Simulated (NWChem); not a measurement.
Species: C2H3FO2Si; SMILES C1(=C)O[SiH](F)O1

```xyz
9

C     -0.3573     2.4609     0.0000
C     -0.0690     1.1671     0.0000
O      0.1214     0.3369     1.0875
Si     0.4197    -0.9150     0.0000
F     -0.6723    -2.0850     0.0000
O      0.1214     0.3369    -1.0875
H     -0.4756     2.9850     0.9467
H     -0.4756     2.9850    -0.9467
H      1.7427    -1.5527     0.0000
```
Atoms are numbered in this order, from 1.

Results from NWChem. Geometry: optimised at PBE0/def2-SVP. Hybrids' shares of exact exchange are those that their runs print; pure functionals count as 0. The functionals differ in more than this share.

```
row               share of exact exchange  highest occupied level (eV)
----------------  -----------------------  ---------------------------
PBE/def2-TZVP                        0.00                        -5.73
BLYP/def2-TZVP                       0.00                        -5.58
TPSSh/def2-TZVP                      0.10                     withheld
B3LYP/def2-TZVP                      0.20                        -6.71
PW6B95/def2-TZVP                     0.28                        -7.04
```

Problem. Fit a straight line of the last column on the one before it, predict the withheld value, and compare with the run.

Solution. 
1. Means of the 4 shown rows: x = 0.120, y = -6.265. Slope Σ(x − x̄)(y − ȳ)/Σ(x − x̄)² = -0.3060/0.06080 = -5.033; intercept -5.661.
2. The shown rows scatter about the line by 0.059 (root mean square); the largest residual is +0.08, at BLYP/def2-TZVP.
3. At x = 0.10 (TPSSh/def2-TZVP; inside the shown range) the line gives -6.16.
4. The run gives -6.23, -0.07 from the line, 1.2 times the scatter.
